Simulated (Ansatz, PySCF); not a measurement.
Spin states of HMnO (SMILES [OH][Mn]), each relaxed with B3LYP-D3(BJ)/def2-TZVP.
State 1 (charge 0, multiplicity 7):
```xyz
3

Mn    -1.002    -0.748    -0.859
O      0.308    -0.007     0.209
H      0.661     0.802     0.579
```
State 2 (charge 0, multiplicity 5):
```xyz
3

Mn    -0.95991    -0.63911    -0.81276
O      0.40588    -0.12300     0.26590
H      0.52086     0.80948     0.47653
```

Singlets are restricted, other states unrestricted; no spin–orbit coupling, no relativity up to Kr; see below for the cores. The largest T1 diagnostic is 0.034.

Run with Ansatz (a quantum-chemistry and plane-wave program); PySCF for the dispersion terms. Each number belongs to the level named beside it.

Task: Give the energy of the multiplicity-5 state less that of the multiplicity-7 state at the level SVWN5/def2-TZVPP.

Result: 4.9 kcal/mol

Task: Give the energy of the multiplicity-5 state less that of the multiplicity-7 state at the level PBE-D3(BJ)/def2-TZVPP.

Result: 8.1 kcal/mol

Task: Estimate the energy of the multiplicity-5 state less that of the multiplicity-7 state that BLYP-D3(BJ)/def2-TZVPP returns for this input.

Result: 1.1 kcal/mol

Doubts at one or more of the structures used: a spin-contaminated determinant (SVWN5/def2-TZVPP, PBE-D3(BJ)/def2-TZVPP, BLYP-D3(BJ)/def2-TZVPP).
